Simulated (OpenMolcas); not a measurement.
Pd4+ among 4 point charges of -2.5 e arranged as a square (D4h), 2.33 Å from the ion.

- Program: OpenMolcas
- Method: SS-CASPT2, IPEA 0.25 Eh, imaginary shift 0.1 Eh (closed shells correlated: 4s 4p)
- Basis: ANO-RCC-VDZP [6s5p3d1f]
- Scalar Hamiltonian: DKH2, point nucleus
- Active space: 6 electrons in 5 orbitals (4d)
- State averaging: 2S+1 = 5 even, 5 roots; 2S+1 = 3 even, 45 roots; 2S+1 = 1 even, 50 roots
- Spin-orbit coupling: RASSI with atomic mean-field integrals over the reference wave functions

Question: What is the spin-free ground state (labels of D4, the rotations of D4h)?

Answer: 5A1, 1-fold in its orbital part, 100 % from free-ion D terms; it has the highest spin that d6 allows.

Question: Where is the first state of the same spin?

Answer: 5E at 2920 cm-1 above the ground state.

Question: What are the lowest two levels with spin-orbit coupling?

Answer: A 1-fold level A1, then a 2-fold level E 140 cm-1 above it. Their leading multiplicities are 5 (97 %) and 5 (98 %).

Question: What is χT at 300 K, and how does it compare with the textbook value?

Answer: The lowest level has 2S+1 = 5, for which the spin-only value is χT = S(S+1) / 2 = 3.000 cm3 K/mol (g = 2). The computed 4.412 at 300 K differs by +1.412, through orbital momentum, spin-orbit coupling and any other state in reach.

Point charges give a weaker field than real ligands, and real ions of this kind are as a rule low spin; the high spin found here belongs to the model. Free-ion shares, where given, are those of the reference states; single-state CASPT2 does not remix them. This is an electrostatic model: the charges have no orbitals. No measured value stands beside these numbers.
